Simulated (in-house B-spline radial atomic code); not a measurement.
Radial electron density of Li⁻, [He] 2s2. Level of theory: non-relativistic CAM-B3LYP, spin-polarised, spherical fractional occupations, exact exchange averaged over the configuration, point nucleus; calculated with a B-spline radial code for spherical atoms.

Columns: r (bohr), 4πr²n(r) (electrons per bohr), bar.

```
  0.0218  0.07347 #
  0.0258   0.1004 ##
  0.0305   0.1365 ##
  0.0362   0.1857 ###
  0.0428   0.2495 ####
  0.0507   0.3339 #####
    0.06   0.4422 #######
  0.0711    0.581 #########
  0.0842   0.7536 ############
  0.0997   0.9634 ###############
   0.118    1.211 ###################
    0.14    1.497 ########################
   0.166    1.807 ############################
   0.196    2.116 #################################
   0.232    2.409 ######################################
   0.275    2.647 ##########################################
   0.326     2.79 ############################################
   0.386    2.801 ############################################
   0.457    2.661 ##########################################
   0.541     2.37 #####################################
    0.64    1.962 ###############################
   0.758    1.491 #######################
   0.898     1.03 ################
    1.06   0.6541 ##########
    1.26   0.3848 ######
    1.49   0.2494 ####
    1.77   0.2146 ###
    2.09   0.2438 ####
    2.48   0.2986 #####
    2.93   0.3448 #####
    3.47   0.3644 ######
    4.11   0.3495 #####
    4.87   0.3043 #####
    5.76   0.2412 ####
    6.83   0.1728 ###
    8.08   0.1125 ##
    9.57  0.06569 #
    11.3  0.03471 #
    13.4  0.01598 
    15.9 0.006413 
    18.8 0.002271
```

On this grid the curve has 2 maxima, near 0.386, 3.47 bohr.

The 2s up radial function P(r) = rR(r), positive near the nucleus:

```json
{"r (bohr)": "0.00667", "P": "0.008053"}
{"r (bohr)": "0.00935", "P": "0.0112"}
{"r (bohr)": "0.0131", "P": "0.01551"}
{"r (bohr)": "0.0184", "P": "0.02144"}
{"r (bohr)": "0.0258", "P": "0.02939"}
{"r (bohr)": "0.0362", "P": "0.03995"}
{"r (bohr)": "0.0507", "P": "0.05352"}
{"r (bohr)": "0.0711", "P": "0.0705"}
{"r (bohr)": "0.0997", "P": "0.09049"}
{"r (bohr)": "0.14", "P": "0.112"}
{"r (bohr)": "0.196", "P": "0.1313"}
{"r (bohr)": "0.275", "P": "0.1423"}
{"r (bohr)": "0.386", "P": "0.1355"}
{"r (bohr)": "0.541", "P": "0.1005"}
{"r (bohr)": "0.758", "P": "0.02893"}
{"r (bohr)": "1.06", "P": "-0.07861"}
{"r (bohr)": "1.49", "P": "-0.2111"}
{"r (bohr)": "2.09", "P": "-0.335"}
{"r (bohr)": "2.93", "P": "-0.4147"}
{"r (bohr)": "4.11", "P": "-0.418"}
{"r (bohr)": "5.76", "P": "-0.3473"}
{"r (bohr)": "8.08", "P": "-0.2372"}
{"r (bohr)": "11.3", "P": "-0.1317"}
{"r (bohr)": "15.9", "P": "-0.05663"}
```
